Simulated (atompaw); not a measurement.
## tantalum PAW (atompaw): all-electron and pseudo phase curves

Ta (Z = 73), PAW, made with atompaw 4.2.0.5 (PBE, scalar-relativistic). Core [Kr] 4d10 4f14, reference 5s2 5p6 5d3 6s1.5 6p0 (charge +0.5). Waves: 5s (bound): rc 1.70 bohr; 6s (bound): rc 2.65 bohr; 5p (bound): rc 1.60 bohr; 6p (bound, empty): rc 2.65 bohr; 5d (bound): rc 1.70 bohr; 5d channel at 2.15 Ry: rc 2.65 bohr. Local part: bessel scheme, radius 1.90 bohr. Core correction: smooth core density matched at 2.65 bohr. Augmentation charge: sinc compensation charge, radius 2.60 bohr; PAW radius 2.65 bohr; waves and projectors: custom rrkj vanderbiltortho.

The phase is arctan(r·u′/u) with u = r·R(r), unwrapped; energies in Ry, scanned from -8 to 5 Ry. A pole is an energy at which the radial function vanishes at the test radius. The pseudo phase is shifted by a multiple of π to meet the all-electron one at the reference energy, and phase errors are pseudo minus all-electron; the curves can meet again beyond the range given. Levels narrower than the energy grid can be missing from the lists of poles.

| channel | radius (bohr) | reference energy (Ry) | poles, all-electron | poles, pseudo | unbroken range about the reference energy with phases within 0.05 rad | phase error 1 Ry above the reference energy (rad) |
| --- | --- | --- | --- | --- | --- | --- |
| s | 2.67 | -0.62 | -5.59, 1.97 | -5.59, 1.65 | below 2.2 | -0.015 |
| p | 2.67 | -0.29 | -3.05, 3.62 | -3.05, 2.90 | below 0.8 | -0.048 |
| d | 2.67 | -0.51 | 0.15 | 0.14 | the whole range | -0.002 |

Phases in the p channel:

```csv
E (Ry),all-electron,pseudo
-8.00,1.428,1.427
-7.52,1.422,1.421
-7.04,1.416,1.415
-6.56,1.409,1.407
-6.08,1.401,1.399
-5.60,1.391,1.389
-5.12,1.378,1.376
-4.64,1.362,1.359
-4.16,1.335,1.333
-3.68,1.274,1.271
-3.20,-0.890,-0.891
-2.72,-1.730,-1.732
-2.24,-1.796,-1.798
-1.76,-1.847,-1.849
-1.28,-1.908,-1.910
-0.80,-2.001,-2.002
-0.32,-2.173,-2.173
0.16,-2.578,-2.583
0.64,-3.477,-3.520
1.12,-4.149,-4.198
1.60,-4.415,-4.460
2.08,-4.541,-4.587
2.56,-4.615,-4.667
3.04,-4.666,-4.729
3.52,-4.705,-4.786
4.00,-4.738,-4.850
4.48,-4.769,-4.939
4.96,-4.800,-5.106
```
